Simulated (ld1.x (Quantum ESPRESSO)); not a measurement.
## Transferability test, TM potential for nickel (Ni)

```json
{
 "Element": "Ni",
 "Generator": "ld1.x (Quantum ESPRESSO) 7.5",
 "Type": "norm-conserving Troullier–Martins (Kleinman–Bylander form)",
 "Functional": "PBE",
 "Relativity": "scalar-relativistic",
 "Frozen core": "[Ne]",
 "Valence charge": "18",
 "Reference configuration": "3s2 3p6 3d9 4s1 4p0",
 "Partial waves": "3s (bound): rc 0.70 bohr; 3d (bound): rc 1.65 bohr; 3p (bound): rc 1.05 bohr",
 "Local potential": "the p channel",
 "Core correction": "none"
}
```

Occupied shells without a wave of their own: 4s. They enter only through the test configuration that unscreens the potential.

Energies are relative to the spin-unpolarised reference configuration 3s2 3p6 3d9 4s1 4p0; without spin polarisation the order of configurations can differ from experiment. The frozen-core shift is the all-electron ΔE with the core orbitals held at their reference shape minus the fully relaxed ΔE.

Task: Give the all-electron excitation energy and the error of the potential for: 3s2 3p6 3d8 4s2 4p0; 3s2 3p6 3d8 4s1 4p0; 3s2 3p6 3d8 4s0 4p0; 3s2 3p6 3d8.5 4s1.5 4p0; 3s2 3p6 3d8 4s0 4p2; 3s2 3p6 3d7 4s0 4p0; 3s2 3p6 3d6 4s0 4p0.

Result:

```tsv
valence configuration	charge	ΔE all-electron (eV)	error AE − PS (meV)	frozen-core shift (meV)
3s2 3p6 3d8 4s2 4p0	0	1.595	+110	-3.0
3s2 3p6 3d8 4s1 4p0	+1	10.918	0.0	-2.1
3s2 3p6 3d8 4s0 4p0	+2	28.269	-173	-0.4
3s2 3p6 3d8.5 4s1.5 4p0	0	0.413	+43	-1.4
3s2 3p6 3d8 4s0 4p2	0	11.098	-66	-1.9
3s2 3p6 3d7 4s0 4p0	+3	65.735	-220	-3.5
3s2 3p6 3d6 4s0 4p0	+4	123.292	+13	-7.3
```

Levels in the configuration 3s2 3p6 3d8 4s0 4p2:

```
level  all-electron (eV)  pseudo (eV)
   3s           -114.734     -114.788
   3p            -75.072      -75.125
   3d            -12.444      -12.435
   4p             -2.818       -2.840
```

The 4s level has no wave, so the channel is fitted at the deeper level alone: the likely source of the large errors. A variational frozen-core shift is positive and of second order in the change. This column holds negative values, so the frozen-core run of ld1.x carries numerical noise or an error of first order here, and the column gives no more than the rough size of the effect.
